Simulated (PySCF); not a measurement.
**What settings do to a single point of [Nd(H2O)3]3+**

The sound run of [Nd(H2O)3]3+ (singlet in the valence; each metal's 4f electrons, 3 of them, lie in its core potential, out of spins and levels) uses PySCF 2.14.0, RKS PBE0, Nd lcecp-1-SVP with ECP49, O def2-SVP, H def2-SVP; non-relativistic Hamiltonian with scalar-relativistic core potentials where named; density fitting; no spin-orbit coupling, grid (50, 194), threshold 1e-8 Eh and 55 cycles, at the relaxed geometry:

```xyz
10

Nd    0.0000    0.0000    0.0000
O     2.3218    0.0000    0.0000
H     2.9376    0.7691    0.0659
H     2.9376   -0.7691   -0.0659
O    -1.1609    2.0107    0.0000
H    -2.1349    2.1595    0.0659
H    -0.8028    2.9286   -0.0659
O    -1.1609   -2.0107    0.0000
H    -0.8027   -2.9286    0.0659
H    -2.1348   -2.1595   -0.0659
```

There Nd1 has a Mulliken charge of 2.00 e and the dipole about the centre of mass is 0.00 D. Each run below changes one thing and starts from free metal ions and neutral atoms unless it says otherwise; with 55 cycles, smearing, a level shift and second-order steps follow where DIIS fails, and their cycles count. Energy shifts count from the sound run. On f atoms grids over 110 angular points are at least (60, 302).

```tsv
change	outcome	cycles	energy shift (eV)	largest force component (eV/Å)	charge on Nd1 (e)	dipole about the centre of mass (D)
grid (99, 590)	converged	9	0.0003	0.01	2.00	0.00
cycle limit 3	not converged	3	–	–	–	–
start from a density of up to 30 smeared cycles (not counted)	converged	5	0.0000	0.01	2.00	0.00
charge changed by -3, spin kept, limit 92 cycles	refused	–	–	–	–	–
```

**Question.** How does the run with this change end: threshold 0.001?

**Answer.** outcome converged, cycles 6, energy shift (eV) 0.0001, largest force component (eV/Å) 0.02, charge on Nd1 (e) 2.00, dipole about the centre of mass (D) 0.00.

Forces carry noise of the integration grid, about 0.01 to 0.03 eV/Å.

A frequency check found unstable modes (1, the lowest at -14 cm⁻¹), so the relaxed geometry is a saddle point, or these are noise. An lcecp potential fixes the number of 4f electrons, so in runs with it no electron can move into or out of that shell.
